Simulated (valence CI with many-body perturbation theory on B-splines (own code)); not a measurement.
**In²⁵⁺: one-electron terms**

Calculated by configuration interaction combined with many-body perturbation theory (CI+MBPT): six valence electrons over a frozen Dirac-Fock core [Ar], a basis of 7 s, 7 p, 8 d, 6 f, 4 g, 1 h functions for each j, with the one-electron correlation potential Σ1, the two-electron term Σ2, the three-electron term Σ3, Breit, model QED; selected CI, second order for the rest, scaled by the run's own slope (own B-spline code, finite nucleus).

No measured levels were compared; by estimate terms of the open shell hold to 2 to 4 % of their energy, and close levels can change places. Core correlation moves these levels by up to 11000 cm⁻¹, and in measured spectra 5 to 20 % of such shifts remained as error; rates that hang on mixing are uncertain with them. Among the levels kept, up to 920 cm⁻¹ of a level comes from second order outside the variational space, and about a tenth of that is noise between levels of different J, which matters for small intervals. Only levels of the ground parity were solved; by the run's estimate the other parity begins above the list, which can be wrong where configurations are misplaced.

These are the spectroscopic orbitals of the CI (the correlating ones are not listed), shaped by the core and the other valence electrons. h is the expectation value of the core's Dirac-Fock operator, without the valence repulsion; Σ1 is computed up to l = 3 at one energy for each symmetry, that of its lowest orbital but kept below the first core excitation, so for empty shells it is not the orbital's own correlation shift; Breit and QED include the response of the core.

| Orbital | h (hartree) | Σ1 (cm⁻¹) | Breit (cm⁻¹) | QED (cm⁻¹) | ⟨r⟩ (bohr) |
| --- | --- | --- | --- | --- | --- |
| 4s1/2 | -37.573 | -6667 | 2313 | 1672 | 0.6797 |
| 5s1/2 | -22.75 | -2482 | 1120 | 819 | 1.126 |
| 6s1/2 | -15.261 | -1227 | 612 | 452 | 1.692 |
| 4p1/2 | -35.934 | -8240 | 3575 | -88.8 | 0.6837 |
| 5p1/2 | -21.948 | -3068 | 1783 | -42.6 | 1.142 |
| 6p1/2 | -14.811 | -1518 | 995 | -23.4 | 1.720 |
| 4p3/2 | -35.307 | -7909 | 2243 | 77.5 | 0.6971 |
| 5p3/2 | -21.65 | -3008 | 1122 | 40.0 | 1.159 |
| 6p3/2 | -14.646 | -1502 | 653 | 22.7 | 1.740 |
| 3d3/2 | -63.611 | -20844 | 5183 | -550 | 0.2954 |
| 4d3/2 | -32.919 | -8173 | 1694 | -137 | 0.6825 |
| 5d3/2 | -20.504 | -3266 | 826 | -63.1 | 1.171 |
| 3d5/2 | -63.216 | -20144 | 2321 | -331 | 0.2982 |
| 4d5/2 | -32.784 | -8034 | 819 | -71.6 | 0.6858 |
| 5d5/2 | -20.438 | -3203 | 398 | -32.1 | 1.176 |
| 4f5/2 | -30.511 | -15518 | 96.7 | -65.3 | 0.6407 |
| 5f5/2 | -19.413 | -6870 | 47.0 | -33.7 | 1.149 |
| 4f7/2 | -30.472 | -14286 | -141 | -44.7 | 0.6419 |
| 5f7/2 | -19.391 | -6281 | -66.2 | -22.8 | 1.151 |
| 5g7/2 | -18.808 |  | 4.3 | -5.7 | 1.049 |
| 5g9/2 | -18.799 |  | -11.6 | -0.9 | 1.049 |

Among the shells of the start configuration 3d6, Σ1 is largest in size for 3d3/2, where it is 0.15 % of h.

Lowest root of each symmetry, sizes in configuration state functions:

```tsv
J	Parity	Roots	Reference	Variational	Second order	Change by selected CI (cm⁻¹)	Change by second order (cm⁻¹)
0	even	5	26	15642	455029	-26335	-17
1	even	4	60	33717	604824	-25495	-48
2	even	8	86	33104	1857327	-26288	-458
3	even	6	88	32219	2043548	-24384	-688
4	even	7	77	32445	1341104	-24842	-707
5	even	2	52	32261	1898163	-26887	-557
6	even	2	31	32190	1657832	-26729	-240
```
